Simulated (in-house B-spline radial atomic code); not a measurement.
Orbital energies and mean radii along the 60-electron series, configuration 1s2 2s2 2p6 3s2 3p6 3d10 4s2 4p6 4d10 4f5/2(6) 4f7/2(6) 5s2. The effective charge is n√(-2ε), a non-relativistic measure. Computed with an all-electron radial atomic-structure program (B-spline basis): Dirac-Hartree-Fock, jj configuration that fills j = l - 1/2 first, finite nuclei.

```tsv
ion	Z	energy of 4s1/2 (Eh)	mean radius of 4s1/2 (bohr)	energy of 4p1/2 (Eh)	mean radius of 4p1/2 (bohr)	energy of 4f7/2 (Eh)	mean radius of 4f7/2 (bohr)	energy of 5s1/2 (Eh)	mean radius of 5s1/2 (bohr)	effective charge of 4s1/2
Yb10+	70	-25.174	0.48744	-21.79	0.49638	-6.8854	0.64645	-7.9092	1.0972	28.382
Lu11+	71	-27.104	0.47689	-23.614	0.48493	-8.078	0.61593	-8.9127	1.0584	29.45
Hf12+	72	-29.128	0.46664	-25.53	0.47384	-9.3455	0.58898	-9.9688	1.0222	30.53
Ta13+	73	-31.243	0.4567	-27.536	0.46312	-10.686	0.5649	-11.077	0.98838	31.619
W14+	74	-33.448	0.44707	-29.629	0.45274	-12.098	0.5432	-12.236	0.95669	32.716
Re15+	75	-35.743	0.43773	-31.811	0.44272	-13.579	0.52349	-13.447	0.92696	33.82
Os16+	76	-38.127	0.42868	-34.079	0.43302	-15.13	0.50547	-14.708	0.89903	34.929
Ir17+	77	-40.599	0.41991	-36.434	0.42365	-16.749	0.48889	-16.021	0.87271	36.044
Pt18+	78	-43.16	0.41141	-38.877	0.41458	-18.436	0.47358	-17.384	0.84788	37.163
Au19+	79	-45.809	0.40317	-41.406	0.40582	-20.189	0.45936	-18.798	0.8244	38.287
```

Q: How does the screening of 4s1/2 change?

A: Z less the effective charge goes from 41.62 at Z = 70 to 40.71 at Z = 79.
